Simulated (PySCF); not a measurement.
Harmonic spectrum computed at PBE0 in the def2-TZVP basis family (core potentials from Rb on, PySCF, no spin–orbit coupling):

| ω (cm⁻¹) | IR (km/mol) |
| --- | --- |
| 200 | 22.6 |
| 289 | 0.0 |
| 385 | 269 |
| 581 | 126 |
| 601 | 91.6 |
| 611 | 132 |
| 744 | 0.7 |
| 3882 | 5.2 |
| 3883 | 63.2 |

**Question.** Which molecule gave it? In each, all ligands are bound to the one heavy central atom.
A. Ga(OH)₂ (doublet)
B. Te(OH)₂ (singlet)
C. Sn(OH)₂ (singlet)
D. Ge(OH)₂ (singlet)
E. Se(OH)₂ (singlet)

**Answer.** C. It has C2v symmetry with O–H 0.960 Å (×2), Sn–O 1.981 Å (×2).
